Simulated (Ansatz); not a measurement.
Frontier orbitals of AgF₄P.

```json
{"atom": "F1", "x (Å)": "1.2703", "y (Å)": "0.4689", "z (Å)": "0.9244"}
{"atom": "Ag2", "x (Å)": "0.9932", "y (Å)": "-1.9737", "z (Å)": "-0.6072"}
{"atom": "P3", "x (Å)": "-0.0371", "y (Å)": "0.0737", "z (Å)": "0.0227"}
{"atom": "F4", "x (Å)": "-0.9544", "y (Å)": "0.2962", "z (Å)": "1.2681"}
{"atom": "F5", "x (Å)": "-1.3555", "y (Å)": "-0.2998", "z (Å)": "-0.8722"}
{"atom": "F6", "x (Å)": "0.0835", "y (Å)": "1.4346", "z (Å)": "-0.7359"}
```

Total charge 0; spin multiplicity 1. Correlated methods include outer-core shells of Ag, which these sets cover unevenly. Ag takes the def2 core potential. The bonds changed during the relaxation, so this is another structure than the one it started from. The geometry is a stationary point of PBE0-D4/def2-TZVP. It is one conformer, not always the lowest. Basis def2-TZVPP, Ansatz.

```csv
functional,HOMO (eV),LUMO (eV),gap (eV)
LDA (SPW92),-6.81,-4.17,2.64
PBE,-6.47,-3.87,2.60
revPBE,-6.35,-3.74,2.61
r2SCAN,-6.62,-3.61,3.01
PBE0,-7.53,-3.08,4.45
CAM-B3LYP,-8.88,-2.35,6.53
LC-ωPBE,-9.91,-1.07,8.84
ωB97X-V,-9.66,-1.20,8.46
ωB97M-V,-9.62,-1.50,8.12
```

A quarter of exact exchange (PBE0) shifts PBE's HOMO by −1.06 eV and its LUMO by +0.79 eV; full exchange at long range (ωB97M-V) shifts them by −3.14 and +2.37 eV. The gap opens from 2.60 to 8.12 eV, since occupied levels lose self-interaction and empty ones feel all the electrons.

LC-ωPBE has ω = 0.4 bohr⁻¹.
